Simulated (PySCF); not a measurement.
C₆H₅BOS.
InChI=1S/C6H5BOS/c7-6-3-4-5(9-6)1-2-8-4/h1-3H,7H2

The closed-shell ground state was solved at several levels (PySCF, density fitting, gas phase, non-relativistic). Isolated species at its GFN2-xTB geometry, gas phase.

| level | basis functions | HOMO (eV) | LUMO (eV) | gap (eV) | dipole (D) |
| --- | --- | --- | --- | --- | --- |
| PBE0/pcSseg-1 | 185 | -6.78 | -2.17 | 4.61 | 2.67 |
| PBE0/def2-SVPD | 230 | -6.77 | -2.19 | 4.58 | 2.69 |

Question: Estimate the row for wB97X-D/def2-SVPD, a basis of 230 functions; the other rows only guide the guess.

Answer: HOMO -8.41 eV, LUMO -0.50 eV, gap 7.91 eV, dipole 2.41 D.

Question: Over all these levels, which gives the widest orbital gap and which the narrowest?

Answer: wB97X-D/def2-SVPD (range-separated hybrid) has the widest, 7.91 eV, and PBE0/def2-SVPD (global hybrid, 25 % exact exchange) the narrowest, 4.58 eV. The two share the basis. From the narrowest to the widest the HOMO moves by -1.64 eV and the LUMO by +1.69 eV.

Question: How far do the dipole and the HOMO energy spread over the levels?

Answer: The dipole runs from 2.41 to 2.69 D (mean 2.59 D) and the HOMO from -8.41 to -6.77 eV.
